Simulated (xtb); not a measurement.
Cl₃Tm, charge +1, quartet, geometry from GFN2-xTB of the parent state (such geometries of metal compounds can be far from the true shape) (GFN-xTB holds the 4f electrons in the core, so unpaired electrons go into valence orbitals and the state isn't the physical one) (a state made from the parent by changing its charge; the spin is typed, not shown lowest); GFN2-xTB (xtb).

Here is a job for xtb.
```
$ xtb mol.xyz --gfn 2 --chrg 1 --uhf 3 --json

# file mol.xyz
4

Tm    -0.12019061    -0.35763648    -0.23406582
Cl     2.18662050     0.16168225    -0.23036563
Cl    -0.61488192    -0.40734893     2.07762022
Cl    -1.08390610     1.69725002    -0.89722273
```

Task: Predict the main parts of the log of this xtb run.

Result: 
```
   ID    Z sym.   atoms
    1   69 Tm     1
    2   17 Cl     2-4

           -------------------------------------------------
          |                Calculation Setup                |
           -------------------------------------------------

           -------------------------------------------------
          |                 G F N 2 - x T B                 |
           -------------------------------------------------

          ...................................................
          :                      SETUP                      :
          :.................................................:
          :  # basis functions                  40          :
          :  # atomic orbitals                  36          :
          :  # shells                           12          :
          :  # electrons                        23          :
          :  max. iterations                   250          :
          :  Hamiltonian                  GFN2-xTB          :
          :  restarted?                      false          :
          :  GBSA solvation                  false          :
          :  PC potential                    false          :
          :  electronic temp.          300.0000000     K    :
          :  accuracy                    1.0000000          :
          :  -> integral cutoff          0.2500000E+02      :
          :  -> integral neglect         0.1000000E-07      :
          :  -> SCF convergence          0.1000000E-05 Eh   :
          :  -> wf. convergence          0.1000000E-03 e    :
          :  Broyden damping             0.4000000          :
          :  net charge                          1          :
          :  unpaired electrons                  3          :
          ...................................................

 iter      E             dE          RMSdq      gap      omega  full diag
   1      4.2447913  0.424479E+01  0.589E+01    0.00       0.0  T
   2    -11.8703204 -0.161151E+02  0.291E+01    0.00       1.0  T
   3    -12.7503468 -0.880026E+00  0.202E+01    0.00       1.0  T
   4    -13.7308681 -0.980521E+00  0.147E+01    0.00       1.0  T
   5    -13.7300791  0.789003E-03  0.147E+01    0.00       1.0  T
   6    -13.7631215 -0.330423E-01  0.138E+01    0.00       1.0  T
   7    -13.7171614  0.459600E-01  0.141E+01    0.00       1.0  T
   8    -13.4806170  0.236544E+00  0.154E+01    0.01       1.0  T
   9    -13.6741363 -0.193519E+00  0.133E+01    0.00       1.0  T
  10    -13.7035724 -0.294361E-01  0.124E+01    0.00       1.0  T
  11    -14.0108634 -0.307291E+00  0.795E+00    0.01       1.0  T
  12    -14.0023422  0.852127E-02  0.790E+00    0.01       1.0  T
  13    -14.0214009 -0.190587E-01  0.711E+00    0.01       1.0  T
  14    -14.0183989  0.300199E-02  0.705E+00    0.01       1.0  T
  15    -14.0396810 -0.212821E-01  0.616E+00    0.01       1.0  T
  16    -14.0454303 -0.574934E-02  0.615E+00    0.00       1.0  T
  17    -14.1012222 -0.557919E-01  0.494E+00    0.00       1.0  T
  18    -14.0982976  0.292462E-02  0.478E+00    0.00       1.0  T
  19    -14.1336506 -0.353530E-01  0.361E+00    0.00       1.0  T
  20    -14.0261128  0.107538E+00  0.675E+00    0.00       1.0  T
  21    -14.0268298 -0.716968E-03  0.668E+00    0.00       1.0  T
  22    -14.0235688  0.326092E-02  0.676E+00    0.00       1.0  T
  23    -14.0235733 -0.448873E-05  0.676E+00    0.00       1.0  T
  24    -14.0239840 -0.410647E-03  0.674E+00    0.00       1.0  T
  25    -14.0957669 -0.717829E-01  0.494E+00    0.00       1.0  T
  26    -14.0831836  0.125834E-01  0.530E+00    0.00       1.0  T
  27    -14.1014301 -0.182466E-01  0.475E+00    0.00       1.0  T
  28    -14.1621999 -0.607698E-01  0.235E+00    0.00       1.0  T
  29    -14.1679374 -0.573753E-02  0.204E+00    0.00       1.0  T
  30    -14.1479751  0.199624E-01  0.292E+00    0.00       1.0  T
  31    -14.1348193  0.131557E-01  0.363E+00    0.01       1.0  T
  32    -14.1456722 -0.108528E-01  0.320E+00    0.01       1.0  T
  33    -14.1578245 -0.121523E-01  0.251E+00    0.02       1.0  T
  34    -14.1619864 -0.416198E-02  0.218E+00    0.02       1.0  T
  35    -14.1592389  0.274757E-02  0.231E+00    0.02       1.0  T
  36    -14.1465605  0.126783E-01  0.283E+00    0.02       1.0  T
  37    -14.1482158 -0.165532E-02  0.274E+00    0.03       1.0  T
  38    -14.1611635 -0.129477E-01  0.203E+00    0.03       1.0  T
  39    -14.1669404 -0.577687E-02  0.166E+00    0.03       1.0  T
  40    -14.1712218 -0.428139E-02  0.134E+00    0.03       1.0  T
  41    -14.1727958 -0.157400E-02  0.121E+00    0.03       1.0  T
  42    -14.1747640 -0.196823E-02  0.994E-01    0.03       1.0  T
  43    -14.1750876 -0.323576E-03  0.970E-01    0.03       1.0  T
  44    -14.1763766 -0.128899E-02  0.768E-01    0.03       1.0  T
  45    -14.1767159 -0.339265E-03  0.640E-01    0.03       1.0  T
  46    -14.1770470 -0.331126E-03  0.559E-01    0.03       1.0  T
  47    -14.1778056 -0.758598E-03  0.398E-01    0.03       1.0  T
  48    -14.1780929 -0.287271E-03  0.248E-01    0.03       1.0  T
  49    -14.1781074 -0.144940E-04  0.196E-01    0.03       1.0  T
  50    -14.1781147 -0.737561E-05  0.153E-01    0.03       1.0  T
  51    -14.1781356 -0.208972E-04  0.128E-01    0.03       1.0  T
  52    -14.1781490 -0.133713E-04  0.113E-01    0.04       1.0  T
  53    -14.1781933 -0.442897E-04  0.614E-02    0.04       1.0  T
  54    -14.1781958 -0.255158E-05  0.542E-02    0.04       1.0  T
  55    -14.1781970 -0.119808E-05  0.418E-02    0.04       1.2  T
  56    -14.1782031 -0.611046E-05  0.119E-02    0.04       4.2  T
  57    -14.1782032 -0.734539E-07  0.915E-03    0.04       5.5  T
  58    -14.1782031  0.163725E-06  0.104E-02    0.04       4.8  T
  59    -14.1782032 -0.176353E-06  0.768E-03    0.04       6.5  T
  60    -14.1782033 -0.379858E-07  0.596E-03    0.04       8.4  T
  61    -14.1782033 -0.668929E-07  0.434E-03    0.04      11.5  T
  62    -14.1782034 -0.513919E-07  0.242E-03    0.04      20.6  T
  63    -14.1782034 -0.182160E-07  0.121E-03    0.04      41.3  T
  64    -14.1782034 -0.216329E-08  0.553E-04    0.04      90.4  T
  65    -14.1782034 -0.376987E-09  0.270E-04    0.04     185.1  T

   *** convergence criteria satisfied after 65 iterations ***

         :::::::::::::::::::::::::::::::::::::::::::::::::::::
         ::                     SUMMARY                     ::
         :::::::::::::::::::::::::::::::::::::::::::::::::::::
         :: total energy             -14.165962286156 Eh    ::
         :: gradient norm              0.011943427401 Eh/a0 ::
         :: HOMO-LUMO gap              0.035272136055 eV    ::
         ::.................................................::
         :: SCC energy               -14.178201820626 Eh    ::
         :: -> isotropic ES            0.124814243891 Eh    ::
         :: -> anisotropic ES         -0.003768546772 Eh    ::
         :: -> anisotropic XC         -0.002857905131 Eh    ::
         :: -> dispersion             -0.003226385490 Eh    ::
         :: repulsion energy           0.012239534470 Eh    ::
         :: add. restraining           0.000000000000 Eh    ::
         :: total charge               0.999999999589 e     ::
         :::::::::::::::::::::::::::::::::::::::::::::::::::::

           -------------------------------------------------
          |                Property Printout                |
           -------------------------------------------------

    * Orbital Energies and Occupations

         #    Occupation            Energy/Eh            Energy/eV
      -------------------------------------------------------------
         1        2.0000           -1.3016992             -35.4210
         2        2.0000           -1.3016991             -35.4210
         3        2.0000           -1.2857202             -34.9862
         4        2.0000           -0.7165489             -19.4983
         5        2.0000           -0.6793437             -18.4859
         6        2.0000           -0.6718265             -18.2813
         7        2.0000           -0.6718265             -18.2813
         8        1.7430           -0.6580907             -17.9076
         9        1.7430           -0.6580906             -17.9076
        10        1.6270           -0.6575753             -17.8935
        11        1.6270           -0.6575752             -17.8935
        12        1.2599           -0.6560876             -17.8531
        13        0.5394           -0.5278153             -14.3626 (HOMO)
        14        0.2303           -0.5265191             -14.3273 (LUMO)
        15        0.2303           -0.5265191             -14.3273
        16        0.0000           -0.5161798             -14.0460
        17        0.0000           -0.5161798             -14.0460
        18                         -0.4536700             -12.3450
        19                         -0.2092110              -5.6929
        20                         -0.2090642              -5.6889
        21                         -0.2089953              -5.6871
        22                         -0.2089953              -5.6871
        23                         -0.2078533              -5.6560
        24                         -0.2078533              -5.6560
       ...                                ...                  ...
        36                          0.2523715               6.8674
      -------------------------------------------------------------
                  HL-Gap            0.0012962 Eh            0.0353 eV
             Fermi-level           -0.5923736 Eh          -16.1193 eV

     #   Z          covCN         q      C6AA      α(0)
     1  69 Tm       2.175     0.336   270.907    35.440
     2  17 Cl       0.725     0.221    92.539    14.714
     3  17 Cl       0.725     0.221    92.539    14.714
     4  17 Cl       0.725     0.221    92.539    14.714

 Mol. C6AA /au·bohr⁶  :       2013.791901
 Mol. C8AA /au·bohr⁸  :     178834.595046
 Mol. α(0) /au        :         79.582065

Wiberg/Mayer (AO) data.
largest (>0.10) Wiberg bond orders for each atom

 ---------------------------------------------------------------------------
     #   Z sym  total        # sym  WBO       # sym  WBO       # sym  WBO
 ---------------------------------------------------------------------------
     1  69 Tm   2.613 --     4 Cl   0.871     3 Cl   0.871     2 Cl   0.871
     2  17 Cl   1.186 --     1 Tm   0.871     3 Cl   0.157     4 Cl   0.157
     3  17 Cl   1.186 --     1 Tm   0.871     2 Cl   0.157     4 Cl   0.157
     4  17 Cl   1.186 --     1 Tm   0.871     2 Cl   0.157     3 Cl   0.157
 ---------------------------------------------------------------------------

Topologies differ in total number of bonds
Writing topology from bond orders to xtbtopo.mol

molecular dipole:
                 x           y           z       tot (Debye)
 q only:        0.128       0.380       0.249
   full:       -0.042      -0.124      -0.081       0.392
molecular quadrupole (traceless):
                xx          xy          yy          xz          yz          zz
 q only:        1.656      -1.388      -2.009      -0.909      -2.704       0.353
  q+dip:        1.371      -1.149      -1.663      -0.752      -2.238       0.292
   full:        1.105      -0.927      -1.341      -0.607      -1.805       0.236

           -------------------------------------------------
          | TOTAL ENERGY              -14.165962286156 Eh   |
          | GRADIENT NORM               0.011943427401 Eh/α |
          | HOMO-LUMO GAP               0.035272136055 eV   |
           -------------------------------------------------

normal termination of xtb
```
